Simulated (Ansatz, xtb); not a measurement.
# BrCl2SiSn+: where a starting geometry ends

The starting geometry of this gas-phase singlet was built from a drawn formula by distance geometry and a force field; its bonds are those of `Cl[Si](Cl)=[Sn+][Br]`.

| atom | x (Å) | y (Å) | z (Å) |
| --- | --- | --- | --- |
| Br | 1.1343 | -2.5399 | -2.9594 |
| Cl | 0.0544 | 3.4348 | -2.6172 |
| Cl | 1.5634 | 2.4885 | 0.5397 |
| Si | 0.8404 | 1.9874 | -1.4055 |
| Sn | 1.0082 | -0.1874 | -2.1088 |

Problem. Predict what it relaxes into with r2SCAN-D4/def2-SVP.

Solution. A new bond forms, giving a structure with Br1 bridging Sn5 and Si4, given below by its coordinates. Distances that change by over a tenth: Si4–Sn5 (2.29 → 2.65 Å). Contacts that close: Br1–Si4 (4.80 → 2.45 Å).

The energy falls by 3.64 eV over 22 steps:

```
step  E − E(last) (eV)
   1             3.644
   3             2.540
   6             0.656
   8             0.524
  10             0.418
  13             0.293
  15             0.218
  17             0.118
  20             0.005
  22             0.000
```

Final geometry (Å):

```xyz
5

Br    0.1380   -0.7573   -1.8972
Cl   -0.2828    2.7550   -2.5446
Cl    1.1171    1.8390    0.3904
Si    1.0153    1.5124   -1.6073
Sn    2.6131   -0.1656   -2.8925
```

From the same start GFN2-xTB ends elsewhere, in pieces: Cl2Si + BrSn.

The end wasn't checked by frequencies. Atoms past krypton carry core potentials, without spin–orbit terms. Run with Ansatz 0.2.0, 68 s on 2 threads of Intel(R) Xeon(R) Platinum 8259CL CPU @ 2.50GHz (Skylake/Cascade Lake), with other jobs on the host.
